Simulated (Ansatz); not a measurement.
trans-RuCl2(PF3)4 (P4RuCl2F12), 19 atoms. Hardware: 2 threads of AMD EPYC 7R13 on a shared host and a share (18 GiB) of an NVIDIA H100 80GB HBM3.

In the def2 sets Ru takes a core potential; there is no spin–orbit coupling. Correlated methods freeze 42 core orbitals; core or outer-core shells of Ru are correlated, in sets that lack core-valence functions. Single mean-field runs in def2-TZVP are fitted with def2-universal-jkfit.

How many basis functions does each of these Ansatz runs have, and roughly what does it cost? r2SCAN-D4/def2-TZVP, charge 0 singlet, energy, from earlier orbitals; PBE0-D4/def2-SVP, charge 0 singlet, energy, from earlier orbitals; PBE0-D4/def2-TZVP, charge 0 singlet, energy, from earlier orbitals; r2SCANh-D4/def2-TZVP, charge 0 singlet, energy, from earlier orbitals; MP2/def2-SVP, charge 0 singlet, energy, from earlier orbitals; PBE-D4/def2-SVP, charge 0 singlet, relaxation, 18 steps; HF/STO-3G, charge 0 singlet, energy; RPA@PBE/def2-SVP, charge 0 singlet, energy, from earlier orbitals; PBE-D4/def2-SVP, charge 0 singlet, energy, from earlier orbitals; PBE-D4/def2-TZVP, charge 0 singlet, energy and forces, from earlier orbitals.

Other jobs shared the machine, so times can vary by a factor of up to 3.

```tsv
run	functions	fitting or Cholesky vectors	wall time	peak host memory (GiB)
PBE0-D4/def2-SVP, charge 0 singlet, energy, from earlier orbitals	307	2792	6.5 s	0.94
HF/STO-3G, charge 0 singlet, energy	141	1845	7 s	0.79
PBE-D4/def2-SVP, charge 0 singlet, energy, from earlier orbitals	307	3293	7 s	0.95
MP2/def2-SVP, charge 0 singlet, energy, from earlier orbitals	307	2792	7.5 s	0.89
r2SCAN-D4/def2-TZVP, charge 0 singlet, energy, from earlier orbitals	634	1947	8 s	1.1
r2SCANh-D4/def2-TZVP, charge 0 singlet, energy, from earlier orbitals	634	1947	9 s	1.1
PBE-D4/def2-TZVP, charge 0 singlet, energy and forces, from earlier orbitals	634	1947	9.5 s	1
RPA@PBE/def2-SVP, charge 0 singlet, energy, from earlier orbitals	307	2792	11 s	1.4
PBE0-D4/def2-TZVP, charge 0 singlet, energy, from earlier orbitals	634	1947	11 s	1
PBE-D4/def2-SVP, charge 0 singlet, relaxation, 18 steps	307	3293	50 s	0.96
```
